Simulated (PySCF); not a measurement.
Be(Me) (CH3Be), SMILES [CH3][Be+], charge +1.

Geometry optimised at PBE-D3(BJ)/def2-TZVPD. The multiplicity is an assumed one; other spin states were not compared. The isomer is the one that the SMILES or the coordinates give; other isomers of the formula were not compared.

Method: PBE-D3(BJ)/def2-TZVPD in PySCF.

Frequencies are harmonic and unscaled.

Modes within 1.5 cm⁻¹ of each other (mostly degenerate sets) share a row, with their intensities summed.

Question: Give all harmonic wavenumbers and intensities. (Estimate from the structure and the level; the computed values follow.)

Answer: 
```csv
mode,ν (cm⁻¹),IR (km/mol),moving atoms (share of kinetic energy)
1–2,650,288.6,"H 78 %, C 15 %"
3,879,10.4,"Be 62 %, C 36 %"
4,1117,15.2,"H 87 %, C 12 %"
5–6,1338,0.2,H 95 %
7,2950,30.9,H 98 %
8–9,3046,59.9,"H 91 %, C 9 %"
```
